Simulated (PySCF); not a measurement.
C4H9F2Si2 (doublet state).
Z-matrix (Å and degrees, GFN2-xTB geometry), rows numbered from 1:
```
C 
Si  1  1.8880
C   2  1.8262  1  126.96
C   3  1.3690  2  130.26  1     0.02
Si  4  1.8609  3  128.24  2     1.46
C   3  1.5004  2  111.73  1  -179.27
F   6  1.3663  3  111.66  2   -57.38
F   6  1.3662  3  111.75  2    59.16
H   1  1.0869  2  110.24  3   138.09
H   1  1.0843  2  111.85  3    17.71
H   1  1.0866  2  111.13  3  -102.90
H   2  1.4555  1  115.95  3   177.27
H   4  1.0842  3  115.80  2  -178.99
H   5  1.4639  4  107.73  3   175.24
H   5  1.4723  4  111.77  3   -65.34
H   5  1.4703  4  111.16  3    55.18
H   6  1.0999  3  113.85  2  -179.04
```

The hyperfine couplings belong to this conformer and change with its torsions.

As a line formula: `FC(/C([SiH]C)=C/[SiH3])F` [radical].

Method: PySCF, UKS B3LYP, pcH-1 on C F H Si, non-relativistic, mean-field spin-orbit, GIAO. The structure is a single GFN2-xTB conformer in the gas phase; no vibrational or solvent corrections. The geometry wasn't refined by DFT: couplings that depend on bond lengths, twists or pyramidal angles can differ widely from those at the functional's own minimum, by a factor of two or more for some ions and for spin on atoms past the first row. No stability test was run, so a lower SCF solution isn't excluded.

Q: Match the computed a_iso(13C) values -35.6, +32.9, -11.6, +3.2 MHz with the sites C1; C3; C4; C6.

A: 
| site | a_iso (MHz) | ρ(0) (bohr⁻³) | position | distance from Si2 (Å) | spin population | largest \|T\| (MHz) |
| --- | --- | --- | --- | --- | --- | --- |
| C1 | -11.6 | -0.0104 | 1 bond from Si2 | 1.89 | -0.05 | 2.7 |
| C3 | -35.6 | -0.0317 | 1 bond from Si2 | 1.83 | -0.16 | 17.1 |
| C4 | +32.9 | +0.0293 | 2 bonds from Si2 | 2.91 | +0.41 | 60.1 |
| C6 | +3.2 | +0.0028 | 2 bonds from Si2 | 2.76 | -0.01 | 0.8 |

Q: Match the computed a_iso(29Si) values -129.1, +18.0 MHz with the sites Si2; Si5.

A: 
```tsv
site	a_iso (MHz)	ρ(0) (bohr⁻³)	position	distance from Si2 (Å)	spin population	largest |T| (MHz)
Si2	-129.1	+0.1464	largest spin population	0.00	+0.83	159.6
Si5	+18.0	-0.0203	3 bonds from Si2	3.70	-0.01	1.8
```

Q: Match the computed a_iso(1H) values -43.4, +28.7, -25.8, +12.5, -1.6 MHz (means over equivalent nuclei) with the sites H9/H10/H11; H12; H13; H14/H15/H16; H17.

A: 
| site | a_iso (MHz) | ρ(0) (bohr⁻³) | position | distance from Si2 (Å) | bound to | spin population there | largest \|T\| (MHz) |
| --- | --- | --- | --- | --- | --- | --- | --- |
| H9/H10/H11 | +28.7 | +0.0064 | 2 bonds from Si2 | 2.49 | C1 | -0.05 | 3.8 |
| H12 | -43.4 | -0.0097 | 1 bond from Si2 | 1.46 | Si2 | +0.83 | 10.8 |
| H13 | -25.8 | -0.0058 | 3 bonds from Si2, on C4 of spin population +0.41 | 3.84 | C4 | +0.41 | 15.1 |
| H14/H15/H16 | +12.5 | +0.0028 | 4 bonds from Si2 | 4.24 | Si5 | -0.01 | 2.5 |
| H17 | -1.6 | -0.0004 | 3 bonds from Si2 | 3.76 | C6 | -0.01 | 1.8 |

ρ(0) is the spin density at the nucleus and T the dipolar tensor; a_iso includes a spin–orbit part; entries for several nuclei are means. The largest Mulliken spin populations are on Si2 (+0.83), C4 (+0.41) and C3 (-0.16). The positive populations add up to 1.29 and the negative ones to -0.29, together 2S = 1. The angles at Si2 add up to 359.9°, so it is planar; its axial dipolar tensor and the negative coupling of its proton fit spin in a p orbital normal to that plane.

β density exceeds α density at some nuclei, such as C3 (-0.0317), Si5 (-0.0203) and C1 (-0.0104), spin density in bohr⁻³. In a single determinant that takes different orbitals for the two spins, that is spin polarisation.

Nuclei that the bonding pattern makes equivalent are averaged, as if the motion that swaps them (rotation, inversion, ring flip) were fast. The three 1H nuclei of mean +28.7 MHz run from 5.0 to 54.4 MHz in the frozen geometry. The three 1H nuclei of mean +12.5 MHz run from -0.3 to 21.9 MHz in the frozen geometry.
